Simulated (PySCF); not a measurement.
**How methods differ on the excitation energy of Mn**

Mn [Ar] 3d5 4s2 (6S) → Mn [Ar] 3d5 4s1 5s1 (8S), as a difference of total energies. Computed with PySCF 2.14 in aug-cc-pwCVTZ-DK (10s9p7d4f3g, 127 functions), with scalar relativity by spin-free X2C-1e. Correlated levels: valence: [Ar] frozen; valence and next inner shell: [Ne] frozen; nothing frozen. The calculations carry no spin-orbit coupling.

| method | excitation energy (eV) |
| --- | --- |
| UHF | 3.643 |
| LDA | 4.869 |
| PBE | 4.531 |
| PBE0 | 4.433 |
| r2SCAN | 4.361 |
| wB97X-V | 4.867 |
| MP2 (valence) | 4.584 |
| SCS-MP2 (valence) | 4.876 |
| SCS-MP2 (valence and next inner shell) | 4.852 |
| MP2 (all electrons) | 4.667 |
| SCS-MP2 (all electrons) | 4.852 |

Estimate what wB97M-V gives.

4.980 eV, closest to SCS-MP2 (valence) among the rows shown.

Estimate what MP2 (valence and next inner shell) gives.

4.666 eV, closest to MP2 (all electrons) among the rows shown.

The promoted electron is Rydberg-like, and one or two diffuse shells describe it only roughly, which tends to raise the upper state.
